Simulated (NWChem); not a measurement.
System: SeF$_{4}$; SMILES F[Se](F)(F)F

Output (shortened):

```
             Northwest Computational Chemistry Package (NWChem) 7.3.0
             --------------------------------------------------------

 C4  symmetry detected

                             Geometry "geometry" -> ""
                             -------------------------

 Output coordinates in angstroms (scale by  1.889725989 to convert to a.u.)

  No.       Tag          Charge          X              Y              Z
 ---- ---------------- ---------- -------------- -------------- --------------
    1 Se                  34.0000     0.00000000     0.00000000     0.35947766
    2 F                    9.0000     0.56497681     1.53646319    -0.33950668
    3 F                    9.0000     1.53646319    -0.56497681    -0.33950668
    4 F                    9.0000    -0.56497681    -1.53646319    -0.33950668
    5 F                    9.0000    -1.53646319     0.56497681    -0.33950668

 Effective nuclear repulsion energy (a.u.)     464.1192095513

      Symmetry information
      --------------------

 Group name             C4
 Group number              6
 Group order               4
 No. of unique centers     2

  pbe96 is a nonlocal functional; adding pw91lda local functional.

                           NWChem Geometry Optimization
                           ----------------------------

 maximum gradient threshold         (gmax) =   0.000450
 rms gradient threshold             (grms) =   0.000300
 maximum cartesian step threshold   (xmax) =   0.001800
 rms cartesian step threshold       (xrms) =   0.001200
 fixed trust radius                (trust) =   0.300000
 source of zmatrix                         =

          -------------------
          Energy Minimization
          -------------------

 Using diagonal initial Hessian

          --------
          Step   0

                                 NWChem DFT Module
                                 -----------------

 Summary of "ao basis" -> "ao basis" (spherical)
 ------------------------------------------------------------------------------
       Tag                 Description            Shells   Functions and Types
 ---------------- ------------------------------  ------  ---------------------
 Se                         def2-svp                12       32   5s4p3d
 F                          def2-svp                 6       14   3s2p1d

      Symmetry analysis of basis
      --------------------------

        a          26
        b          20
        e+         21
        e-         21

            General Information
            -------------------
          SCF calculation type: DFT
          Wavefunction type:  closed shell.
          No. of atoms     :     5
          No. of electrons :    70
           Alpha electrons :    35
            Beta electrons :    35
          Charge           :     0
          Spin multiplicity:     1
          Use of symmetry is: on ; symmetry adaption is: on
          Maximum number of iterations: 150
          AO basis - number of functions:    88
                     number of shells:    36
          Convergence on energy requested:  1.00D-06
          Convergence on density requested:  1.00D-05
          Convergence on gradient requested:  5.00D-04

              XC Information
              --------------
          PerdewBurkeErnzerhof Exchange Functional  1.000
            Perdew 1991 LDA Correlation Functional  1.000 local
           PerdewBurkeErnz. Correlation Functional  1.000 non-local

             Grid Information
             ----------------
          Grid used for XC integration:  medium
          Radial quadrature: Mura-Knowles
          Angular quadrature: Lebedev.
          Tag              B.-S. Rad. Rad. Pts. Rad. Cut. Ang. Pts.
          ---              ---------- --------- --------- ---------
          Se                  1.15      112           6.0       590
          F                   0.50       49           8.0       434
          Grid pruning is: on
          Number of quadrature shells:   161
          Spatial weights used:  Erf1

      Superposition of Atomic Density Guess
      -------------------------------------

 Sum of atomic energies:       -2796.68183071

      Non-variational initial energy
      ------------------------------

 Total energy =   -2796.901835
 1-e energy   =   -4826.936687
 2-e energy   =    1565.915642
 HOMO         =      -0.407505
 LUMO         =       0.002497

      Symmetry analysis of molecular orbitals - initial
      -------------------------------------------------

  Numbering of irreducible representations:

     1 a           2 b           3 e+          4 e-

  Orbital symmetries:

     1 a           2 a           3 e+          4 e+          5 a
     6 a           7 e+          8 e+          9 b          10 a
    11 e+         12 e+         13 a          14 b          15 e+
    16 e+         17 b          18 a          19 a          20 e+
    21 e+         22 b          23 a          24 e+         25 e+
    26 a          27 b          28 e+         29 e+         30 b
    31 e+         32 e+         33 b          34 a          35 a
    36 a          37 e+         38 e+         39 a          40 e+
    41 e+         42 a          43 b          44 a          45 e+

   convergence    iter        energy       DeltaE   RMS-Dens  Diis-err
 ---------------- ----- ----------------- --------- --------- ---------
 d= 0,ls=0.0,diis     1  -2799.2451736597 -3.26D+03  3.85D-02  2.26D+00
 d= 0,ls=0.0,diis     2  -2798.0961981954  1.15D+00  2.39D-02  1.48D+01
 d= 0,ls=0.0,diis     3  -2799.5317330385 -1.44D+00  2.50D-03  6.01D-02
 d= 0,ls=0.0,diis     4  -2799.5368614936 -5.13D-03  5.63D-04  5.43D-03
 d= 0,ls=0.0,diis     5  -2799.5372817101 -4.20D-04  8.74D-05  2.42D-04
  Resetting Diis
 d= 0,ls=0.0,diis     6  -2799.5372953515 -1.36D-05  1.28D-05  2.92D-06
 d= 0,ls=0.0,diis     7  -2799.5372954759 -1.24D-07  7.45D-06  8.85D-08

         Total DFT energy =    -2799.537295475855
      One electron energy =    -4821.808355464337
           Coulomb energy =     1686.441612415517
    Exchange-Corr. energy =     -128.289761978348
 Nuclear repulsion energy =      464.119209551314

 Numeric. integr. density =       70.000005742918

                  Occupations of the irreducible representations
                  ----------------------------------------------

                     irrep           alpha         beta
                     --------     --------     --------
                     a                12.0         12.0
                     b                 7.0          7.0
                     e+               16.0         16.0
                     e-                0.0          0.0

                       DFT Final Molecular Orbital Analysis
                       ------------------------------------

 Vector   33  Occ=2.000000D+00  E=-3.466047D-01  Symmetry=b
              MO Center=  3.4D-13, -1.6D-13, -3.3D-01, r^2= 3.1D+00
   Bfn.  Coefficient  Atom+Function         Bfn.  Coefficient  Atom+Function
  ----- ------------  ---------------      ----- ------------  ---------------
    38      0.271703  2 F  pz                52     -0.271703  3 F  pz
    66      0.271703  4 F  pz                80     -0.271703  5 F  pz
    37      0.201963  2 F  py                50     -0.201963  3 F  px
    65     -0.201963  4 F  py                78      0.201963  5 F  px
    41     -0.183639  2 F  pz                55      0.183639  3 F  pz

[...]

      ----------------------
      Optimization converged
      ----------------------

  Step       Energy      Delta E   Gmax     Grms     Xrms     Xmax
  ---- ---------------- -------- -------- -------- -------- --------
@    3   -2799.53943630 -2.7D-07  0.00003  0.00001  0.00050  0.00114
                                     ok       ok       ok       ok

                         Geometry "geometry" -> "geometry"
                         ---------------------------------

 Output coordinates in angstroms (scale by  1.889725989 to convert to a.u.)

  No.       Tag          Charge          X              Y              Z
 ---- ---------------- ---------- -------------- -------------- --------------
    1 Se                  34.0000     0.00000000     0.00000000     0.30225740
    2 F                    9.0000     0.57625559     1.56713600    -0.32520161
    3 F                    9.0000     1.56713600    -0.57625559    -0.32520161
    4 F                    9.0000    -0.57625559    -1.56713600    -0.32520161
    5 F                    9.0000    -1.56713600     0.57625559    -0.32520161

 Effective nuclear repulsion energy (a.u.)     461.4020061763

      Symmetry information
      --------------------

 Group name             C4
 Group number              6
 Group order               4
 No. of unique centers     2

 ==============================================================================
                                internuclear distances
 ------------------------------------------------------------------------------
       center one      |      center two      | atomic units |  angstroms
 ------------------------------------------------------------------------------
    2 F                |   1 Se               |     3.37076  |     1.78373
    3 F                |   1 Se               |     3.37076  |     1.78373
    4 F                |   1 Se               |     3.37076  |     1.78373
    5 F                |   1 Se               |     3.37076  |     1.78373
 ------------------------------------------------------------------------------
                         number of included internuclear distances:          4
 ==============================================================================
```

Level: PBE/def2-SVP. 

Which NWChem input produces such a log?

This is not unique; one that fits is the input that was run:
```
start job
memory heap 200 mb stack 900 mb global 1100 mb
geometry units angstroms noautoz
  Se     0.001399    -0.001369     0.342796
  F      0.947152     1.335698    -0.354396
  F      1.332533    -0.947173    -0.366063
  F     -0.949949    -1.332931    -0.357321
  F     -1.335698     0.949914    -0.346928
end
basis spherical
  * library def2-svp
end
dft
  xc xpbe96 cpbe96
  iterations 150
end
driver
  maxiter 150
end
task dft optimize
```
